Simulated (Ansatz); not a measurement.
Nudged elastic band run: C₃H₁₀SSi

Input:

```yaml
crystal:
  periodic: [false, false, false]
  atoms:
    - { symbol: C, position_ang: [-0.923209, -1.023529, 1.656773] }
    - { symbol: C, position_ang: [0.18898, -0.385572, 0.826129] }
    - { symbol: C, position_ang: [-0.226778, -0.017747, -0.601066] }
    - { symbol: Si, position_ang: [1.237724, 0.576453, -1.698412] }
    - { symbol: S, position_ang: [-1.622617, 1.272948, -0.658028] }
    - { symbol: H, position_ang: [-1.780249, -0.34887, 1.74524] }
    - { symbol: H, position_ang: [-0.568985, -1.263908, 2.664887] }
    - { symbol: H, position_ang: [-1.272555, -1.953056, 1.191829] }
    - { symbol: H, position_ang: [1.037226, -1.083678, 0.757819] }
    - { symbol: H, position_ang: [0.571308, 0.510004, 1.336401] }
    - { symbol: H, position_ang: [-0.691384, -0.884738, -1.088079] }
    - { symbol: H, position_ang: [1.749299, 1.879955, -1.144337] }
    - { symbol: H, position_ang: [0.796617, 0.775342, -3.118208] }
    - { symbol: H, position_ang: [2.356847, -0.433323, -1.656684] }
    - { symbol: H, position_ang: [-0.874025, 2.32892, -0.184964] }
basis:
  gaussian: { orbitals: "6-31G" }
hamiltonian:
  xc: pbe0
neb:
  order_check: false
  images: 6
  f_tol: 0.03
  max_iterations: 43
  initial_path: idpp
  climbing: false
  final_atoms:
    - { symbol: C, position_ang: [-0.92860006, -1.05893404, 1.63193824] }
    - { symbol: C, position_ang: [0.19377746, -0.45028104, 0.79319097] }
    - { symbol: C, position_ang: [-0.25264496, 0.0406582, -0.58695433] }
    - { symbol: Si, position_ang: [1.20457069, 0.58946253, -1.71697633] }
    - { symbol: S, position_ang: [-1.54257062, 1.43556851, -0.49885333] }
    - { symbol: H, position_ang: [-1.36537773, -1.92846276, 1.12650715] }
    - { symbol: H, position_ang: [-1.72809135, -0.33100303, 1.80087572] }
    - { symbol: H, position_ang: [-0.55316771, -1.38967353, 2.60621983] }
    - { symbol: H, position_ang: [0.98338454, -1.20213735, 0.64213062] }
    - { symbol: H, position_ang: [0.66298629, 0.37959346, 1.3407017] }
    - { symbol: H, position_ang: [-0.8049428, -0.75485228, -1.10359425] }
    - { symbol: H, position_ang: [1.84352732, 1.81192795, -1.11272533] }
    - { symbol: H, position_ang: [0.71756287, 0.91201923, -3.09857992] }
    - { symbol: H, position_ang: [2.23985125, -0.50409541, -1.79211498] }
    - { symbol: H, position_ang: [-0.69206617, 2.39941052, -0.00246577] }
```

Run as:

```bash
$ ansatz run input.yaml --threads 1 --pin off --max-ram 2048MiB --backend cpu --events-out ev --progress --plain --runs-dir out
```

Output, in part (warnings, iteration lines, the closing report on the highest movable image, with atoms numbered from 0):

```
NEB end point (image 0): max|allowed force component| = 1.408e-2 eV/Å (the criterion of neb.relax_end_points is 1.000e-2)
NEB end point (image 7): max|allowed force component| = 7.497e-3 eV/Å (the criterion of neb.relax_end_points is 1.000e-2)
NEB iter   1: max|band force component| = 7.569e-1 eV/Å  barrier→ = 0.1652 eV  barrier← = 0.1652 eV  Δτ_max = 0.1069 Å  (192 SCF iters)
NEB iter   2: max|band force component| = 3.230e-1 eV/Å  barrier→ = 0.1217 eV  barrier← = 0.1217 eV  Δτ_max = 0.0333 Å  (150 SCF iters)
NEB iter   3: max|band force component| = 1.034e-1 eV/Å  barrier→ = 0.1182 eV  barrier← = 0.1182 eV  Δτ_max = 0.0319 Å  (156 SCF iters)
NEB iter   4: max|band force component| = 5.307e-2 eV/Å  barrier→ = 0.1178 eV  barrier← = 0.1178 eV  Δτ_max = 0.0184 Å  (145 SCF iters)
NEB iter   5: max|band force component| = 3.174e-2 eV/Å  barrier→ = 0.1178 eV  barrier← = 0.1179 eV  Δτ_max = 0.0122 Å  (137 SCF iters)
NEB iter   6: max|band force component| = 8.913e-3 eV/Å  barrier→ = 0.1179 eV  barrier← = 0.1180 eV  Δτ_max = 0.0000 Å  (275 SCF iters)
Total energy: -21972.34264549 eV, -807.4686988330 hartree
Atom 0 at    -0.920955    -1.117720     1.601629 Å, force     0.002848     0.002546    -0.003723 eV/Å
Atom 1 at     0.204209    -0.499119     0.750719 Å, force     0.000684     0.003458     0.003101 eV/Å
Atom 2 at    -0.258682     0.070165    -0.593604 Å, force    -0.002739    -0.007091    -0.003028 eV/Å
Atom 3 at     1.186139     0.659388    -1.719716 Å, force     0.000725     0.000929     0.004123 eV/Å
Atom 4 at    -1.517804     1.482302    -0.395111 Å, force     0.000041    -0.000792    -0.005304 eV/Å
Atom 5 at    -1.902664    -0.913322     1.162541 Å, force    -0.003087     0.022141     0.009716 eV/Å
Atom 6 at    -0.935999    -0.704964     2.614630 Å, force     0.012804    -0.020887     0.011074 eV/Å
Atom 7 at    -0.807375    -2.202997     1.686987 Å, force    -0.011533    -0.006011    -0.016613 eV/Å
Atom 8 at     0.970886    -1.259333     0.541243 Å, force     0.005491     0.006618     0.003515 eV/Å
Atom 9 at     0.717621     0.293505     1.311514 Å, force    -0.005045     0.009201     0.000199 eV/Å
Atom 10 at    -0.838584    -0.683834    -1.140764 Å, force     0.000887    -0.005202     0.001357 eV/Å
Atom 11 at     1.865722     1.825333    -1.051475 Å, force     0.001297    -0.000941    -0.002571 eV/Å
Atom 12 at     0.676182     1.082470    -3.065405 Å, force     0.000940    -0.002260    -0.000196 eV/Å
Atom 13 at     2.195128    -0.447959    -1.891404 Å, force     0.001639    -0.000717     0.000658 eV/Å
Atom 14 at    -0.655626     2.365286     0.217514 Å, force    -0.004952    -0.000991    -0.002306 eV/Å
Dipole moment:     0.285978    -0.197230     0.153208 e Å
```

The forces met the threshold. No image climbed, so the highest image needn't sit at the top of the path. Limits of this set-up: no polarisation functions.

Final band (atoms are numbered from 1 in the order of the input):

```tsv
image	path coordinate (Å)	energy (kcal/mol)	dihedral H7–C1–C2–C3 (°)
0	0.00	0.0	-180
1	0.52	0.4	-165
2	1.04	1.7	-147
3	1.56	2.7	-128
4	2.09	2.6	-108
5	2.61	1.4	-90
6	3.13	0.3	-72
7	3.65	0.0	-60
```

Run time: 3.1 min on 1 thread of Arm Neoverse V2, on a shared host, peak memory 0.18 GiB.
